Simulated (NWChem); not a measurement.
System: SbBrF$_{2}$; SMILES [F][Sb]([F])[Br]

This build's default masses of Se (78.918 u) and Br (79.917 u) are each other's, which moves their modes by up to 0.6 %. def2 effective core potentials on Sb; no spin-orbit coupling.

Question: Give the equilibrium geometry at PBE0/def2-SVP with def2 effective core potentials on Sb (NWChem) as a list of bonds and angles, with the point group.

Answer: point group Cs; any orientation.
Bonded distances (Å): Sb1–F2 1.924, Sb1–F3 1.924, Sb1–Br4 2.504. Bond angles (°): F2–Sb1–F3 94.4, F2–Sb1–Br4 97.3, F3–Sb1–Br4 97.3.
